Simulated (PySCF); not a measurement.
C3H5ClGeO, SMILES C=[C](Cl)[GeH2][CH]=O. Coordinates come from a B3LYP-D3(BJ)/def2-SVP optimisation. This is a generated structure with no PubChem entry under its InChIKey; it may be hypothetical. Other conformers were not sampled.

Problem. Give the equilibrium geometry at B3LYP-D3(BJ)/def2-SVP (PySCF confirms it by a frequency run) as Cartesian coordinates in Å. (Estimate from the structure and the level; the computed values follow.)

Solution. This is not unique; one that fits is 
```xyz
11

C     -2.4066    -0.2844    -0.6190
C     -1.3050    -0.0293     0.0909
Cl    -1.3468     1.1295     1.4235
Ge     0.4812    -0.7750    -0.2104
C      1.7399     0.7707    -0.5156
O      2.7788     0.6405    -1.1089
H     -3.3650     0.1971    -0.4032
H     -2.3674    -0.9987    -1.4463
H      0.4678    -1.7012    -1.4393
H      0.9329    -1.5329     1.0529
H      1.4271     1.7681    -0.0980
```
Charge 0, spin multiplicity 1.
